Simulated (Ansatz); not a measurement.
Dissociation curve of SMILES [CH3][Sn]([CH3])([CH3])[CH3]. The C1–H17 bond (C1 also carries H, H, Sn; H17 carries nothing else) is pulled apart rigidly from the PBE0/def2-SVP, def2 effective core potentials past Kr optimised geometry.

Level of theory: Ansatz (a program for electronic structure) with unrestricted PBE0/def2-SVP, def2 effective core potentials past Kr.

The batch members p0 to p7 hold the bond at 0.91, 0.97, 1.02, 1.08, 1.10, 1.14, 1.17, 1.23 Å.

Ansatz input:

Ansatz 0.2 input:
```yaml
# input.yaml
basis:
  gaussian: { orbitals: def2-svp }
hamiltonian:
  xc: pbe0
batch:
  members: [p0.yaml, p1.yaml, p2.yaml, p3.yaml, p4.yaml, p5.yaml, p6.yaml, p7.yaml]

# p4.yaml, one of the 8 members of this batch
crystal:
  periodic: [false, false, false]
  atoms:
    - { symbol: C, position_ang: [0.0, 0.0, 0.0] }
    - { symbol: Sn, position_ang: [-1.73097692, -1.04789841, -0.75444776] }
    - { symbol: C, position_ang: [-1.70958695, -3.08381853, -0.03467817] }
    - { symbol: C, position_ang: [-3.52548784, -0.06091229, -0.06950834] }
    - { symbol: C, position_ang: [-1.68890045, -1.04710601, -2.91356713] }
    - { symbol: H, position_ang: [0.0, 1.04327949, -0.34858705] }
    - { symbol: H, position_ang: [0.92430394, -0.48389652, -0.34852662] }
    - { symbol: H, position_ang: [-2.58904721, -3.63146876, -0.40425693] }
    - { symbol: H, position_ang: [-1.72400821, -3.10279246, 1.06504533] }
    - { symbol: H, position_ang: [-0.80428848, -3.60425025, -0.3804184] }
    - { symbol: H, position_ang: [-3.56242197, -0.04960346, 1.02978701] }
    - { symbol: H, position_ang: [-3.5540302, 0.97796605, -0.42989742] }
    - { symbol: H, position_ang: [-4.41817047, -0.58400618, -0.44292244] }
    - { symbol: H, position_ang: [-1.69600627, -0.01646119, -3.29784004] }
    - { symbol: H, position_ang: [-0.78186857, -1.54969173, -3.28052455] }
    - { symbol: H, position_ang: [-2.56645794, -1.57487446, -3.31521326] }
    - { symbol: H, position_ang: [0.0, 0.0, 1.1] }
total_charge: 0
magnetization:
  spin_polarized: true
```

Lines of the output on each member:

```
Member 0: Total energy: -10165.93874991 eV, -373.5913583386 hartree
Member 1: Total energy: -10166.46891766 eV, -373.6108416439 hartree
Member 3: Total energy: -10166.83333653 eV, -373.6242337905 hartree
Member 2: Total energy: -10166.71346814 eV, -373.6198287081 hartree
Member 4: Total energy: -10166.84035114 eV, -373.6244915726 hartree
Member 5: Total energy: -10166.81513264 eV, -373.6235648097 hartree
Member 6: Total energy: -10166.76737769 eV, -373.6218098477 hartree
Member 7: Total energy: -10166.61460444 eV, -373.6161955342 hartree
```

The unrestricted determinant behind UKS-PBE0 is spin-contaminated at 2.04 to 3.21 Å (<S²> up to 1.0, against 0.00 for a pure singlet).
